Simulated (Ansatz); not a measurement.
A run on CH4AlClOSe with other settings.

```yaml
crystal:
  periodic: [false, false, false]
  atoms:
    - {symbol: O, position_ang: [-1.383271, -0.517358, 1.625018]}
    - {symbol: C, position_ang: [-0.744351, -0.780706, 0.156742]}
    - {symbol: Al, position_ang: [1.664395, -0.306547, -0.503646]}
    - {symbol: Cl, position_ang: [-2.177035, -1.529743, -1.276702]}
    - {symbol: Se, position_ang: [0.095463, 2.235496, -1.149027]}
    - {symbol: H, position_ang: [-2.596910, -0.565803, 1.622277]}
    - {symbol: H, position_ang: [2.824676, -0.144921, 1.094847]}
    - {symbol: H, position_ang: [2.101279, -1.313429, -2.151852]}
    - {symbol: H, position_ang: [0.326379, 2.865137, 0.560844]}
basis:
  gaussian: {orbitals: cc-pVTZ-DK, nuclear_model: gaussian}
hamiltonian: {xc: {name: PBE0-DH}}
scf: {lower_state_search: full}
output: {forces: true}
```

```sh
$ ansatz run in.yaml --threads 4 --pin off --events-out ev --progress --plain --max-ram 10444MiB
```

Shortened log:

```
Functional definition: PBE0-DH
1363 factors; integrals over basis functions are off by at most 1.2e-3 eV
mean field evaluation 1: about -88403.1174 eV, gradient 4.3e1 eV
mean field evaluation 2: about -88403.1896 eV, gradient 4.3e1 eV
mean field evaluation 4: about -88407.5833 eV, gradient 8.6e0 eV
mean field evaluation 8: about -88407.7858 eV, gradient 3.9e-1 eV
mean field evaluation 16: about -88407.7899 eV, gradient 2.9e-3 eV
mean field -88407.78988535 eV, -3248.9263533342 hartree, gradient 7.3e-6 eV, S^2 0.000000; 1 other end points of the search recorded, 0 dependent functions left out; unrestricted orbitals would lower it
21 core orbitals not correlated: weight in the atoms' cores, before any rotation towards them, 1.000 or more for the frozen orbitals, at most 0.000 for the correlated occupied ones
reference -88407.78991129 eV, -3248.9263542877 hartree; 20, 20 occupied and 186, 186 virtual orbitals, 1363 factors
second order -33.09295803 eV of doubles, -0.00000000 eV of singles
Total energy: -88411.92653105 eV, -3249.0783722598 hartree
Relativity: scalar
Atom 0 at    -1.383271    -0.517358     1.625018 Å, force    -2.999335    -1.180934    -5.997925 eV/Å
Atom 1 at    -0.744351    -0.780706     0.156742 Å, force    -3.736746     0.210613     3.288108 eV/Å
Atom 2 at     1.664395    -0.306547    -0.503646 Å, force     0.201004     0.455837    -0.271067 eV/Å
Atom 3 at    -2.177035    -1.529743    -1.276702 Å, force     2.335346     1.468026     2.734143 eV/Å
Atom 4 at     0.095463     2.235496    -1.149027 Å, force     1.255049    -0.800527     3.989778 eV/Å
Atom 5 at    -2.596910    -0.565803     1.622277 Å, force     5.830845     0.096029    -0.523447 eV/Å
Atom 6 at     2.824676    -0.144921     1.094847 Å, force    -1.735716    -0.283400    -2.166476 eV/Å
Atom 7 at     2.101279    -1.313429    -2.151852 Å, force    -0.724378     1.351777     2.350264 eV/Å
Atom 8 at     0.326379     2.865137     0.560844 Å, force    -0.426069    -1.317422    -3.403380 eV/Å
Dipole moment:    -0.246174    -0.270719     0.432309 e Å
```

Hardware: 4 threads of an Intel Xeon Platinum 8259CL on a shared host. Wall time 17 s, peak host memory 0.77 GiB.
